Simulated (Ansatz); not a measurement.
Computed with Ansatz on PBE0-D4/def2-TZVP structures; ΔE is electronic, products minus reactants. CBS: MP2 limit from def2 TZ/QZ plus the TZ coupled-cluster correction, frozen cores. This one scheme is used for every species. Functionals use def2-TZVPP. For Ge, Se outer-core shells are correlated without core-valence functions, which leaves a few kJ/mol of doubt a bond. Scalar relativity is left out up to krypton. One conformer a species, not always the lowest.

Reaction (ligand exchange at a Ge–Se bond): `O=[CH][GeH2][SeH]` + HCl → `O=[CH][GeH2][Cl]` + H₂Se

| level | ΔE (eV) |
| --- | --- |
| PBE-D4 | -0.09 |
| r2SCAN-D4 | -0.13 |
| ωB97M-V | -0.16 |
| PBE | -0.11 |
| PBE0 | -0.12 |
| MP2/def2-TZVPP | -0.10 |
| SCS-MP2/def2-QZVPP | -0.13 |
| MP2/CBS(def2) | -0.08 |

Task: What does CCSD(T)/CBS give? (Estimate.)

Result: Ansatz gave: -0.10 eV. The listed levels differ from it by 0.01, -0.03, -0.06, -0.01, -0.02, 0.00, -0.03, 0.02 eV.

Largest T1 diagnostic among the species: 0.013.

The D4 term adds +0.03 eV with B3LYP and +0.02 eV with PBE0; it sums over pairs of atoms, weighted by their polarisabilities, and B3LYP, whose exchange is more repulsive, gets the larger term. In def2-TZVPP, CCSD(T) changes the Hartree–Fock value by +0.14 eV (the triples alone add +0.02 eV) and MP2 by +0.16 eV.

B3LYP here is the variant with VWN-RPA as its local correlation; programs differ in this.
